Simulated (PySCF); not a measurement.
C₄H₁₁NSi, SMILES CNC1([SiH3])CC1. Atoms are numbered in the order given.

```xyz
17

C      2.1829    -0.5673    -0.0573
N      0.9545    -0.7773     0.6889
C     -0.2448    -0.2195     0.1018
Si    -0.3950     1.6581    -0.0736
C     -0.8993    -1.1009    -0.9484
C     -1.5127    -0.9966     0.4143
H      2.4673     0.4958    -0.2089
H      3.0176    -1.0688     0.4571
H      2.0880    -1.0219    -1.0568
H      1.0563    -0.4620     1.6524
H      0.6234     2.2272    -1.0055
H     -1.7516     2.0086    -0.5909
H     -0.2023     2.3029     1.2620
H     -0.3637    -2.0229    -1.1891
H     -1.4069    -0.6295    -1.7950
H     -1.3824    -1.8456     1.0900
H     -2.4538    -0.4512     0.5304
```

The structure is a stationary point at B3LYP-D3(BJ)/def2-SVP. This is a generated structure with no PubChem entry under its InChIKey; it may be hypothetical. The values are those of a single conformer.

Method: PBE/pcSseg-1 (PySCF).

GIAO shieldings, no solvent; atoms listed in one row are averaged. δ = σ(ref) − σ: ¹³C against TMS (σ = 182.0 ppm); ¹⁵N against NH3 (σ = 267.0 ppm); ²⁹Si against TMS (σ = 335.4 ppm); ¹H against TMS (σ = 31.49 ppm), references at their B3LYP-D3(BJ)/def2-TZVP geometries, non-relativistic.

Computed chemical shifts:
| nucleus | atoms | count | δ (ppm) |
|---|---|---|---|
| ¹³C | C1 | 1 | 39.1 |
| ¹³C | C3 | 1 | 29.3 |
| ¹³C | C6 | 1 | 20.9 |
| ¹³C | C5 | 1 | 16.6 |
| ¹⁵N | N2 | 1 | 70.6 |
| ²⁹Si | Si4 | 1 | -70.8 |
| ¹H | H11, H12, H13 | 3 | 4.27 |
| ¹H | H7, H8, H9 | 3 | 2.82 |
| ¹H | H17 | 1 | 0.93 |
| ¹H | H16 | 1 | 0.90 |
| ¹H | H14 | 1 | 0.88 |
| ¹H | H15 | 1 | 0.71 |
| ¹H | H10 | 1 | 0.68 |
